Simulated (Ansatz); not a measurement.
Start from `[CH3][AlH][SiH2][SnH3]` and change one atom or group to get `[CH3][AlH][SiH2][AlH2]`.

Ansatz, PBE0-D4/def2-TZVP geometries, multiplicity 1. Each molecule was computed in one conformer, which needn't be the lowest.

Elements past krypton have def2 core potentials.

```tsv
property	`[CH3][AlH][SiH2][SnH3]`
size of the dipole moment (B3LYP/def2-TZVPP) / D	1.69
LUMO energy (B3LYP/def2-TZVPP) / eV	-2.04
HOMO energy (B3LYP/def2-TZVPP) / eV	-6.97
size of the dipole moment (PBE/def2-TZVPP) / D	1.67
HOMO energy (PBE0/def2-TZVPP) / eV	-7.16
LUMO energy (PBE0/def2-TZVPP) / eV	-1.85
```

Q: What does the change do to each property? (Best estimate.)

A: The calculation gave: 
| property | `[CH3][AlH][SiH2][AlH2]` | shift |
| --- | --- | --- |
| size of the dipole moment (B3LYP/def2-TZVPP) / D | 0.87 | -0.82 |
| LUMO energy (B3LYP/def2-TZVPP) / eV | -2.46 | -0.42 |
| HOMO energy (B3LYP/def2-TZVPP) / eV | -6.74 | 0.23 |
| size of the dipole moment (PBE/def2-TZVPP) / D | 0.96 | -0.71 |
| HOMO energy (PBE0/def2-TZVPP) / eV | -6.94 | 0.22 |
| LUMO energy (PBE0/def2-TZVPP) / eV | -2.30 | -0.45 |

With PBE0 the HOMO rises by 0.22 eV and the LUMO falls by 0.45 eV, so the gap narrows by about 0.67 eV. PBE moves the HOMO by 0.19 eV and ωB97M-V by 0.27 eV. Dipoles are sizes alone; their direction can turn.

B3LYP here is the variant with VWN-RPA as its local correlation; programs differ in this.
